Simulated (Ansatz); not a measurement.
C3H3N2, SMILES [c]1ncc[nH]1, multiplicity 2.

Geometry: PBE-D3(BJ)/def2-SVP. The isomer is the one that the SMILES or the coordinates give; other isomers of the formula were not compared.

Two levels are set side by side: PBE/def2-SVPD (Ansatz, a first-principles code) and PBE0/def2-SVPD (Ansatz). Energy differences of separate SCF runs at the same geometry; the states with an electron removed or added have multiplicity 3 and 1. Differences are taken from unrounded values.

```csv
quantity,PBE
vertical ionisation energy (eV),9.16
vertical electron affinity (eV),1.09
```

Problem. These are the PBE values. What does PBE0 give? (Estimate from the structure and the level; the computed values follow.)

Solution. 
```
quantity                         PBE0  PBE minus PBE0
-------------------------------  ----  --------------
vertical ionisation energy (eV)  9.09            0.06
vertical electron affinity (eV)  1.08            0.01
```

On these quantities the two levels nearly agree.
